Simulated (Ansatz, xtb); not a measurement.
# C5H6N2: which of two isomers lies lower

We compare X, `Cc1cncnc1`, a singlet, with Y, `C=Cc1ncc[nH]1`, a singlet. Both are isolated molecules in the gas phase, relaxed with PBE0-D3(BJ)/def2-SVP; the shapes shown needn't be the lowest conformers.

X (Å):

```
atom    x (Å)    y (Å)    z (Å)
   C  -0.2791  -1.3142  -2.0108
   C   0.0918  -0.5028  -0.8098
   C   0.5901   0.8005  -0.9033
   C   0.7107   0.9706   1.3459
   C  -0.0458  -0.9812   0.4970
   N   0.8978   1.5373   0.1584
   N   0.2569  -0.2583   1.5697
   H   0.3346  -1.0442  -2.8823
   H  -1.3335  -1.1501  -2.2879
   H  -0.1537  -2.3902  -1.8219
   H   0.7491   1.2608  -1.8874
   H   0.9588   1.5745   2.2270
   H  -0.4148  -1.9998   0.6753
```

Y (Å):

```yaml
atoms:
  - { symbol: C, position_ang: [-2.0824, -0.2111, -1.5587] }
  - { symbol: C, position_ang: [-1.1454, -0.9045, -0.9020] }
  - { symbol: C, position_ang: [0.1278, -0.3411, -0.4845] }
  - { symbol: C, position_ang: [1.7877, 0.9617, -0.1197] }
  - { symbol: C, position_ang: [2.1398, -0.2525, 0.4286] }
  - { symbol: N, position_ang: [0.5498, 0.8940, -0.6773] }
  - { symbol: N, position_ang: [1.0701, -1.0698, 0.1864] }
  - { symbol: H, position_ang: [-1.9116, 0.8389, -1.8098] }
  - { symbol: H, position_ang: [-3.0262, -0.6729, -1.8545] }
  - { symbol: H, position_ang: [-1.3168, -1.9570, -0.6502] }
  - { symbol: H, position_ang: [2.3760, 1.8786, -0.1342] }
  - { symbol: H, position_ang: [3.0298, -0.5918, 0.9520] }
  - { symbol: H, position_ang: [0.9888, -2.0412, 0.4553] }
```

Quicker runs give these differences E(Y) − E(X): GFN2-xTB +9.6 kcal/mol; HF/STO-3G +23.3 kcal/mol (at GFN2-xTB geometries); r2SCAN-D4/def2-SVP +8.1 kcal/mol (at GFN2-xTB geometries).

Q: Estimate E(Y) − E(X) at the level CCSD(T)/def2-SVP + ΔMP2/def2-TZVPP.

A: Calculated at CCSD(T)/def2-SVP + ΔMP2/def2-TZVPP: E(Y) − E(X) = +9.4 kcal/mol, so structure X lies lower.

How the difference moves with the method:

```csv
level,geometry,E(Y) − E(X) (kcal/mol),departure from the last row (kcal/mol),"job, with rough time for the two"
GFN2-xTB,GFN2-xTB,+9.6,+0.2,"optimisation, 0.27 s"
HF/STO-3G,GFN2-xTB,+23.3,+13.9,"single point, 1.9 s"
r2SCAN-D4/def2-SVP,GFN2-xTB,+8.1,−1.3,"single point, 7.2 s"
PBE0-D3(BJ)/def2-SVP,PBE0-D3(BJ)/def2-SVP,+8.5,−1.0,"optimisation, 46 s"
HF/def2-SVP,PBE0-D3(BJ)/def2-SVP,+13.4,+4.0,part of the CCSD(T) run
MP2/def2-SVP,PBE0-D3(BJ)/def2-SVP,+9.7,+0.2,part of the CCSD(T) run
CCSD(T)/def2-SVP,PBE0-D3(BJ)/def2-SVP,+9.9,+0.5,single point
CCSD(T)/def2-SVP + ΔMP2/def2-TZVPP,PBE0-D3(BJ)/def2-SVP,+9.4,,"single point, 69 s"
```

As drawn, Y has 1 C=C, 1 N–H in place of 1 C∷C, 1 C–H (∷ is an aromatic bond). Structure X has a 6-membered ring (with an aromatic ring), Y a 5-membered ring (with an aromatic ring).

None of the levels shown reverses the order. The largest departure from CCSD(T)/def2-SVP + ΔMP2/def2-TZVPP is that of HF/STO-3G, 13.9 kcal/mol. The last row adds to CCSD(T) the change of the MP2 difference between the two basis sets, here −0.5 kcal/mol.

With thermal terms from frequencies at re-optimised GFN2-xTB minima (ideal gas, soft modes damped towards free rotors, one conformer each, 298.15 K, 1 atm): on the last row, ΔE + ΔZPE = +9.4, ΔH = +9.3, ΔG = +9.7 kcal/mol.

The correlated steps freeze 7 core orbitals. Programs: Ansatz 0.2.0, xtb 6.7.1; the last row on 2 threads of Intel(R) Xeon(R) Processor on a shared host.
